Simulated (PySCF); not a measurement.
**SMILES C=C[C@H]1C(=C)[CH2][Ge@H]1[F], C6H9FGe**

Geometry:
```csv
atom,x (Å),y (Å),z (Å)
C1,2.778,-0.151,-0.451
C2,1.583,0.126,0.046
C3,0.312,-0.116,-0.664
C4,-0.850,-0.611,0.174
C5,-0.762,-1.465,1.176
C6,-2.095,0.116,-0.284
Ge7,-0.897,1.461,-1.182
F8,-0.645,2.809,-0.058
H9,2.898,-0.597,-1.425
H10,3.684,0.061,0.091
H11,1.484,0.578,1.024
H12,0.470,-0.762,-1.531
H13,-1.626,-1.757,1.749
H14,0.176,-1.920,1.448
H15,-2.739,0.440,0.530
H16,-2.686,-0.486,-0.973
H17,-1.094,2.286,-2.473
```

Method used: TDDFT PBE0/def2-SVPD circular dichroism and optical rotation, one conformer, gas phase in PySCF. Geometry: GFN2-xTB.

The molecule is flexible and this is one conformer; a measurement averages over conformers. The calculation is non-relativistic, which matters for the atoms heavier than Zn. States above about 7.0 eV (minus the energy of the highest occupied orbital) lie near or above the ionisation threshold and depend on the basis.

Stereocentres: C3 S, Ge7 R.

Task: What is the specific rotation at 633, 589.3, 546, 436, 405, 365, 355 nm?

Result: [α] in deg dm⁻¹ (g/mL)⁻¹:
```
λ (nm)  origin-invariant length gauge  modified velocity gauge  length gauge (centre of mass)  isotropic polarisability (au)
   633                         -284.4                   -277.9                         -286.7                          106.9
 589.3                         -338.6                   -330.9                         -341.2                          107.6
   546                         -410.2                   -401.1                         -413.4                          108.4
   436                         -761.0                   -745.4                         -766.6                          111.9
   405                         -955.0                   -936.1                         -961.8                          113.6
   365                        -1357.6                  -1332.5                        -1366.9                          116.8
   355                        -1503.5                  -1476.3                        -1513.6                          117.8
```

Task: And for the mirror image at 589.3 nm?

Result: +338.6 deg dm⁻¹ (g/mL)⁻¹ (origin-invariant length gauge): the same size and the opposite sign.

Task: What is the molar rotation [Φ] = [α]·M/100 of the geometry above at 589.3 nm?

Result: With M = 172.77 g/mol, -584.9 deg cm² dmol⁻¹ (origin-invariant length gauge).

The first excitation lies at 5.31 eV (233 nm) with R = -19.6 × 10⁻⁴⁰ esu² cm² (velocity form).
